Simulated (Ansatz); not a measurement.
**A geometry optimisation of BrH2MgNSi with PBE0-D3(BJ)/def2-SVP**

The starting geometry of this gas-phase singlet was optimised with GFN2-xTB.

```xyz
6

Br    1.8401    0.6509   -0.8474
Mg    0.2130    0.6806    0.9420
N     0.9914    0.5878    2.9358
Si    2.5213    0.5429    2.4288
H     0.5689    0.5793    3.8484
H    -1.3422    0.7598    0.7300
```

**Question.** Predict what it relaxes into with PBE0-D3(BJ)/def2-SVP.

**Answer.** A new bond forms, giving a structure with Br1 bridging Mg2 and Si4, given below by its coordinates. Distances that change by over a tenth: Mg2–Si4 (2.75 → 3.08 Å). Contacts that close: Br1–Si4 (3.35 → 2.48 Å).

The energy falls by 1.11 eV over 10 steps:

```csv
step,E − E(last) (eV)
1,1.114
2,0.593
3,0.333
4,0.149
5,0.088
6,0.077
7,0.009
8,0.000
9,0.000
10,0.000
```

Final geometry (Å):

```yaml
atoms:
  - { symbol: Br, position_ang: [2.1351, 0.6244, -0.1825] }
  - { symbol: Mg, position_ang: [-0.1807, 0.6934, 1.1062] }
  - { symbol: N, position_ang: [1.0701, 0.5937, 2.6748] }
  - { symbol: Si, position_ang: [2.6850, 0.5327, 2.2347] }
  - { symbol: H, position_ang: [0.8603, 0.5758, 3.6728] }
  - { symbol: H, position_ang: [-1.7774, 0.7815, 0.5315] }
```

Frequencies at the end are all real (lowest 130 cm⁻¹). Run with Ansatz 0.2.0, 62 s on 2 threads of Intel(R) Xeon(R) Processor @ 2.50GHz (Skylake/Cascade Lake), on a shared host.
